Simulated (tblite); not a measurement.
Distances in Å between the heavy atoms of a computed structure (GFN2-xTB; lower triangle, same order across):
```
N1    0.00
C2    1.15  0.00
C3    2.55  1.40  0.00
C4    3.54  2.55  1.63  0.00
O5    4.31  3.36  2.40  1.23  0.00
O6    3.85  3.03  2.41  1.22  2.24  0.00
C7    3.55  2.51  1.50  2.67  2.90  3.66  0.00
C8    3.58  2.52  1.51  2.66  3.37  3.18  1.49  0.00
```

Hydrogens: 2 on C7, 2 on C8.

Charge -1, singlet.

(1) Read off the bonds between heavy atoms and their formal orders.

(2) Which species is it?

(3) Which rings does it hold (smallest set)?

(4) Describe the place of each heavy atom.

## Answers

(1) N1–C2 (triple); C2–C3 (single); C3–C4 (single); C4–O5 (double); C4–O6 (single); C3–C7 (single); C7–C8 (single); C3–C8 (single). The orders are those of one drawing; other resonance forms can be drawn.

(2) `N#CC1(C(=O)[O-])CC1`, [C5H4NO2]-. Among its features: carboxylate, nitrile and cyclopropane ring.

(3) C3–C7–C8 (3 members).

(4) N1: nitrile nitrogen; C2: nitrile carbon; C3: sp3 carbon next to a carbonyl; C4: carboxylate carbon; O5: carboxylate oxygen; O6: carboxylate oxygen; C7/C8: three-membered-ring carbon.

Shape of the structure used: `[N:1]#[C:2][C:3]1([C:4](=[O:5])[O-:6])[CH2:7][CH2:8]1`: C2–C3–C4–O5 -113°.
